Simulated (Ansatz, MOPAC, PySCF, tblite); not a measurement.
Potential energy curve for B2, triplet.

Methods: PM3, unrestricted, heats of formation (MOPAC); GFN2-xTB, 300 K electronic temperature (tblite); UKS-B3LYP/LANL2DZ = PySCF with unrestricted B3LYP/LANL2DZ; FCI = full CI/cc-pVTZ, frozen core (Ansatz, a quantum-chemistry and plane-wave program).

Energies relative to the lowest point of each curve near equilibrium, in eV; the last columns give the difference from FCI:

```csv
R / Å,PM3,GFN2-xTB,UKS-B3LYP/LANL2DZ,FCI,PM3 − FCI,GFN2-xTB − FCI,UKS-B3LYP/LANL2DZ − FCI
1.21,0.567,1.941,3.640,3.433,-2.866,-1.491,0.208
1.31,0.054,0.338,1.688,1.582,-1.528,-1.244,0.105
1.38,0.000,0.000,0.867,0.807,-0.807,-0.807,0.060
1.44,0.083,0.015,0.422,0.388,-0.306,-0.373,0.034
1.52,0.314,0.286,0.101,0.089,0.225,0.197,0.012
1.58,0.544,0.566,0.010,0.006,0.538,0.560,0.003
1.61,0.671,0.718,0.000,0.000,0.671,0.718,0.000
1.64,0.804,0.875,0.010,0.013,0.792,0.862,-0.003
1.70,1.081,1.205,0.076,0.084,0.998,1.121,-0.008
1.77,1.416,1.609,0.207,0.224,1.192,1.385,-0.017
```

PM3 is furthest from FCI at 1.21 (-2.866 eV, below); its mean absolute difference over the points is 0.992 eV.

GFN2-xTB is furthest from FCI at 1.21 (-1.491 eV, below); its mean absolute difference over the points is 0.876 eV.

UKS-B3LYP/LANL2DZ is furthest from FCI at 1.21 (0.208 eV, above); its mean absolute difference over the points is 0.045 eV.

The scan ran from 1.21 to 6.53 Å; beyond the distances shown full CI changes its symmetry label. The unrestricted determinant behind UKS-B3LYP/LANL2DZ is spin-contaminated at 1.21 to 1.77 Å (<S²> up to 2.9, against 2.00 for a pure triplet). Also computed but left out beside FCI, since their determinant holds another spin at the minimum (<S²> over 0.7 above the pure value): UHF, UMP2, UCCSD, UCCSD(T), UHF/STO-3G.
